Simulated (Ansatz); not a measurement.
Start from `FCC=C=S` and change one element to get `FCC=C=[Se]`.

Ansatz, PBE0-D4/def2-TZVP geometries, multiplicity 1. Each molecule was computed in one conformer, which needn't be the lowest.

Scalar relativity is left out up to krypton.

```
                               property  `FCC=C=S`
    HOMO energy (B3LYP/def2-TZVPP) / eV      -6.60
     HOMO energy (PBE0/def2-TZVPP) / eV      -6.82
  HOMO–LUMO gap (B3LYP/def2-TZVPP) / eV       4.00
     LUMO energy (PBE0/def2-TZVPP) / eV      -2.41
  HOMO energy (ωB97M-V/def2-TZVPP) / eV      -8.84
HOMO–LUMO gap (ωB97M-V/def2-TZVPP) / eV       8.62
```

What does the change do to each property? (Best estimate.)

Computed: 
```json
{"property": "HOMO energy (B3LYP/def2-TZVPP) / eV", "`FCC=C=[Se]`": "-6.11", "shift": "0.49"}
{"property": "HOMO energy (PBE0/def2-TZVPP) / eV", "`FCC=C=[Se]`": "-6.32", "shift": "0.50"}
{"property": "HOMO–LUMO gap (B3LYP/def2-TZVPP) / eV", "`FCC=C=[Se]`": "3.49", "shift": "-0.51"}
{"property": "LUMO energy (PBE0/def2-TZVPP) / eV", "`FCC=C=[Se]`": "-2.43", "shift": "-0.02"}
{"property": "HOMO energy (ωB97M-V/def2-TZVPP) / eV", "`FCC=C=[Se]`": "-8.33", "shift": "0.51"}
{"property": "HOMO–LUMO gap (ωB97M-V/def2-TZVPP) / eV", "`FCC=C=[Se]`": "7.99", "shift": "-0.63"}
```

B3LYP here is the variant with VWN-RPA as its local correlation; programs differ in this.

Spin–orbit coupling is left out; it splits and shifts lone-pair levels of the heavy atoms by tenths of an eV.
